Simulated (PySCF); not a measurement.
## ECD: `C#C[C@@H]1C=C[C@H](F)C1`, C7H7F

Molfile (atoms numbered from 1):
```
C7H7F
     RDKit          3D

 15 15  0  0  0  0  0  0  0  0999 V2000
    3.0087   -0.5256    0.0463 C   0  0  0  0  0  0  0  0  0  0  0  0
    1.8497   -0.4521    0.3338 C   0  0  0  0  0  0  0  0  0  0  0  0
    0.4376   -0.3595    0.6503 C   0  0  2  0  0  0  0  0  0  0  0  0
   -0.4026   -1.2501   -0.2298 C   0  0  0  0  0  0  0  0  0  0  0  0
   -1.4494   -0.6186   -0.7296 C   0  0  0  0  0  0  0  0  0  0  0  0
   -1.5048    0.8119   -0.2765 C   0  0  2  0  0  0  0  0  0  0  0  0
   -1.6938    1.6778   -1.3391 F   0  0  0  0  0  0  0  0  0  0  0  0
   -0.1452    1.0489    0.3941 C   0  0  0  0  0  0  0  0  0  0  0  0
    4.0276   -0.5891   -0.1947 H   0  0  0  0  0  0  0  0  0  0  0  0
    0.3007   -0.6499    1.7003 H   0  0  0  0  0  0  0  0  0  0  0  0
   -0.1383   -2.2807   -0.3888 H   0  0  0  0  0  0  0  0  0  0  0  0
   -2.2032   -1.0232   -1.3806 H   0  0  0  0  0  0  0  0  0  0  0  0
   -2.3554    0.9944    0.3955 H   0  0  0  0  0  0  0  0  0  0  0  0
   -0.2266    1.6357    1.3065 H   0  0  0  0  0  0  0  0  0  0  0  0
    0.4906    1.5881   -0.3096 H   0  0  0  0  0  0  0  0  0  0  0  0
  1  2  3  0
  2  3  1  0
  3  4  1  0
  4  5  2  0
  5  6  1  0
  6  7  1  0
  6  8  1  0
  8  3  1  0
  1  9  1  0
  3 10  1  1
  4 11  1  0
  5 12  1  0
  6 13  1  1
  8 14  1  0
  8 15  1  0
M  END
```

Computed with TDDFT CAM-B3LYP/aug-cc-pVDZ circular dichroism and optical rotation, one conformer, gas phase in PySCF 2.14.0. Geometry: GFN2-xTB.

(1) What are the CIP labels of the stereocentres?

(2) Which excitations and rotatory strengths does the calculation give?

## Answers

(1) C3 S, C6 R.

(2) Rotatory strengths R in 10⁻⁴⁰ esu² cm², velocity form and length form (origin at the centre of mass); f in length form.
```
state  E (eV)  λ (nm)       f  R (velocity)  R (length)                                    main
    1    6.50     191  0.0006          +1.9        +1.9  HOMO−1→LUMO+8 0.17, HOMO−1→LUMO+3 0.08
    2    6.69     185   0.030          +6.6        +6.8        HOMO→LUMO 0.12, HOMO→LUMO+9 0.10
    3    6.76     183   0.001          -3.7        -3.9    HOMO−1→LUMO+9 0.23, HOMO−1→LUMO 0.11
    4    6.91     180   0.017         -13.4       -13.4        HOMO→LUMO 0.56, HOMO−2→LUMO 0.20
    5    7.11     174   0.040          -0.1        -0.2    HOMO−1→LUMO 0.49, HOMO−1→LUMO+1 0.24
    6    7.15     173   0.228          -7.9        -8.1      HOMO→LUMO+1 0.16, HOMO→LUMO+4 0.15
    7    7.17     173   0.108         -19.7       -20.1    HOMO−2→LUMO 0.33, HOMO−2→LUMO+1 0.15
    8    7.43     167   0.018          -3.3        -3.8  HOMO−2→LUMO+4 0.12, HOMO−1→LUMO+3 0.11
```

Among the states computed, the strongest CD band (largest |R|) is state 7. The largest dissymmetry factor in size, g = 4R/(D+G), with D and G the electric and magnetic dipole strengths, is -0.032 for state 3 (velocity form, f = 0.001), among bands with |R| over 0.5. The mirror image has the same energies and oscillator strengths and all R with the opposite sign.
